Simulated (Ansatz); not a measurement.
A nudged elastic band was laid between two geometries of AlH₅O₂Si (9 atoms, charge 0, multiplicity 1).

Level of theory: RKS revPBE-D4/cc-pVDZ (Ansatz).

```json
{"movable images": "7", "climbing image": "yes", "spring": "5.0 eV/Å²", "optimiser": "quadratic models (default)", "start path": "through a guess of the saddle point", "force threshold": "0.05 eV/Å", "iteration limit": "60", "end points": "relaxed"}
```

Initial state:

```xyz
9
Properties=species:S:1:pos:R:3
O -1.007 2.055 -0.519
Al -0.224 1.232 0.829
Si 0.363 -1.129 0.340
O 0.206 -1.356 -1.372
H -1.195 1.510 -1.308
H -0.016 2.155 2.126
H 1.731 -1.571 0.838
H -0.645 -2.099 0.914
H 0.876 -0.845 -1.865
```

Final state:

```xyz
9
Properties=species:S:1:pos:R:3
O -1.592 2.064 0.755
Al -0.155 1.318 0.065
Si 0.187 -1.142 -0.013
O 1.355 -1.556 -1.218
H -2.295 1.495 1.118
H 0.898 2.393 -0.502
H 0.574 -1.700 1.351
H -1.056 -1.889 -0.444
H 2.173 -1.030 -1.129
```

(1) Which bonds break or form, and what moves?

(2) Give the energies along the band, and the barrier.

(3) What is the geometry of the highest image?

Answers

(1) No bond is made or broken. The dihedral O1–Al2–Si3–O4 goes from 13 to 159°.

(2) The forces met the threshold. The highest image is number 4 of 0 to 8, 0.033 eV above the ends, which have the same energy within 2 meV. A vibrational analysis at the climbing image gives one clearly imaginary mode, 42i cm⁻¹: a first-order saddle point.

| image | path coordinate (Å) | energy (eV) | dihedral O1–Al2–Si3–O4 (°) |
| --- | --- | --- | --- |
| 0 | 0.00 | 0.000 | 13 |
| 1 | 0.63 | 0.006 | 29 |
| 2 | 1.26 | 0.019 | 46 |
| 3 | 1.89 | 0.029 | 62 |
| 4 | 2.51 | 0.033 | 78 |
| 5 | 3.24 | 0.027 | 98 |
| 6 | 3.97 | 0.014 | 118 |
| 7 | 4.70 | 0.003 | 139 |
| 8 | 5.42 | -0.002 | 159 |

(3) 
```xyz
9
Properties=species:S:1:pos:R:3
O -1.510 2.087 -0.111
Al -0.077 1.308 0.553
Si 0.260 -1.140 0.219
O 0.846 -1.480 -1.374
H -2.169 1.540 -0.577
H 0.910 2.353 1.271
H 1.166 -1.754 1.278
H -1.052 -1.891 0.267
H 1.715 -1.068 -1.542
```

Time of the run: 8.3 min on 1 thread of Arm Neoverse N1, on a shared host, peak memory 0.14 GiB.
